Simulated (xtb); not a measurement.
AsGa (SMILES [Ga]=[As]), triplet, geometry from GFN2-xTB (such geometries of metal compounds can be far from the true shape); GFN2-xTB in xtb.

xtb was given this input:
```
$ xtb mol.xyz --gfn 2 --uhf 2 --grad --json

# file mol.xyz
2

Ga    -0.00000000    -0.00000000    -1.21454477
As     0.00000000     0.00000000     1.14093600
```

Output, abridged:

```
   ID    Z sym.   atoms
    1   31 Ga     1
    2   33 As     2

           -------------------------------------------------
          |                Calculation Setup                |
           -------------------------------------------------

           -------------------------------------------------
          |                 G F N 2 - x T B                 |
           -------------------------------------------------

          ...................................................
          :                      SETUP                      :
          :.................................................:
          :  # basis functions                  20          :
          :  # atomic orbitals                  18          :
          :  # shells                            6          :
          :  # electrons                         8          :
          :  max. iterations                   250          :
          :  Hamiltonian                  GFN2-xTB          :
          :  restarted?                      false          :
          :  GBSA solvation                  false          :
          :  PC potential                    false          :
          :  electronic temp.          300.0000000     K    :
          :  accuracy                    1.0000000          :
          :  -> integral cutoff          0.2500000E+02      :
          :  -> integral neglect         0.1000000E-07      :
          :  -> SCF convergence          0.1000000E-05 Eh   :
          :  -> wf. convergence          0.1000000E-03 e    :
          :  Broyden damping             0.4000000          :
          :  net charge                          0          :
          :  unpaired electrons                  2          :
          ...................................................

 iter      E             dE          RMSdq      gap      omega  full diag
   1     -3.4713398 -0.347134E+01  0.354E+01    3.47       0.0  T
   2     -3.4743670 -0.302719E-02  0.258E+01    3.17       1.0  T
   3     -3.4701949  0.417212E-02  0.172E+01    3.41       1.0  T
   4     -3.4749858 -0.479096E-02  0.182E+00    3.14       1.0  T
   5     -3.4750965 -0.110649E-03  0.236E-01    3.21       1.0  T
   6     -3.4751196 -0.231267E-04  0.157E-01    3.19       1.0  T
   7     -3.4751198 -0.157425E-06  0.528E-02    3.19       1.3  T
   8     -3.4751198 -0.234698E-07  0.489E-03    3.19      14.5  T
   9     -3.4751198 -0.215605E-09  0.914E-04    3.19      77.3  T
  10     -3.4751198 -0.641887E-11  0.999E-05    3.19     708.2  T

   *** convergence criteria satisfied after 10 iterations ***

 transition dipole moment (au) for excitation:           4           5
     X       Y       Z
   0.0654   0.0001  -0.0000  total (au/Debye):    0.065   0.166
 dE (eV)             :    0.191
 oscillator strength :  0.28331E-04

         :::::::::::::::::::::::::::::::::::::::::::::::::::::
         ::                     SUMMARY                     ::
         :::::::::::::::::::::::::::::::::::::::::::::::::::::
         :: total energy              -3.471075925183 Eh    ::
         :: gradient norm              0.000000268441 Eh/a0 ::
         :: HOMO-LUMO gap              3.191771680508 eV    ::
         ::.................................................::
         :: SCC energy                -3.475119796718 Eh    ::
         :: -> isotropic ES            0.004260230559 Eh    ::
         :: -> anisotropic ES          0.000539585931 Eh    ::
         :: -> anisotropic XC          0.000482752124 Eh    ::
         :: -> dispersion             -0.000954497716 Eh    ::
         :: repulsion energy           0.004043871535 Eh    ::
         :: add. restraining           0.000000000000 Eh    ::
         :: total charge              -0.000000000527 e     ::
         :::::::::::::::::::::::::::::::::::::::::::::::::::::

           -------------------------------------------------
          |                Property Printout                |
           -------------------------------------------------

    * Orbital Energies and Occupations

         #    Occupation            Energy/Eh            Energy/eV
      -------------------------------------------------------------
         1        2.0000           -0.5370027             -14.6126
         2        2.0000           -0.4650923             -12.6558
         3        1.4997           -0.2873871              -7.8202
         4        1.4997           -0.2873871              -7.8202
         5        1.0006           -0.2803552              -7.6289 (HOMO)
         6                         -0.1630597              -4.4371 (LUMO)
         7                         -0.1630597              -4.4371
         8                         -0.0615638              -1.6752
         9                         -0.0288587              -0.7853
        10                         -0.0288587              -0.7853
        11                          0.0523550               1.4247
        12                          0.0523550               1.4247
        13                          0.0835715               2.2741
        14                          0.0835715               2.2741
        15                          0.1695999               4.6150
        16                          0.3119038               8.4873
       ...                                ...                  ...
        18                          1.4496991              39.4483
      -------------------------------------------------------------
                  HL-Gap            0.1172955 Eh            3.1918 eV
             Fermi-level           -0.2545479 Eh           -6.9266 eV

     #   Z          covCN         q      C6AA      α(0)
     1  31 Ga       0.919     0.119   325.745    46.144
     2  33 As       0.919    -0.119   252.601    30.160

 Mol. C6AA /au·bohr⁶  :       1130.187694
 Mol. C8AA /au·bohr⁸  :     107425.755246
 Mol. α(0) /au        :         76.304579

Wiberg/Mayer (AO) data.
largest (>0.10) Wiberg bond orders for each atom

 ---------------------------------------------------------------------------
     #   Z sym  total        # sym  WBO       # sym  WBO       # sym  WBO
 ---------------------------------------------------------------------------
     1  31 Ga   1.468 --     2 As   1.468
     2  33 As   1.468 --     1 Ga   1.468
 ---------------------------------------------------------------------------

Topologies differ in total number of bonds
Writing topology from bond orders to xtbtopo.mol

molecular dipole:
                 x           y           z       tot (Debye)
 q only:        0.000       0.000      -0.528
   full:        0.000       0.000      -1.902       4.836
molecular quadrupole (traceless):
                xx          xy          yy          xz          yz          zz
 q only:       -0.037       0.000      -0.037       0.000       0.000       0.074
  q+dip:       -0.845       0.000      -0.845       0.000       0.000       1.691
   full:        0.930       0.000       0.930       0.000      -0.000      -1.859

           -------------------------------------------------
          | TOTAL ENERGY               -3.471075925183 Eh   |
          | GRADIENT NORM               0.000000268441 Eh/α |
          | HOMO-LUMO GAP               3.191771680508 eV   |
           -------------------------------------------------

normal termination of xtb
```
